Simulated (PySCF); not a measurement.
ScF₂, SMILES [F][Sc+][F], charge +1. Geometry optimised at ωB97X-D3(BJ)/def2-TZVP. The spin state was assumed, not searched. The isomer is the one that the SMILES or the coordinates give; other isomers of the formula were not compared.

Question: Give the equilibrium geometry at ωB97X-D3(BJ)/def2-TZVP (PySCF confirms it by a frequency run) as a Z-matrix, and its point group. (The exact figures need the calculation; the answer reports its results.)

Answer: point group C2v.
```
Sc
F 1 1.7633
F 1 1.7633 2 116.04
```
Charge +1, spin multiplicity 1.
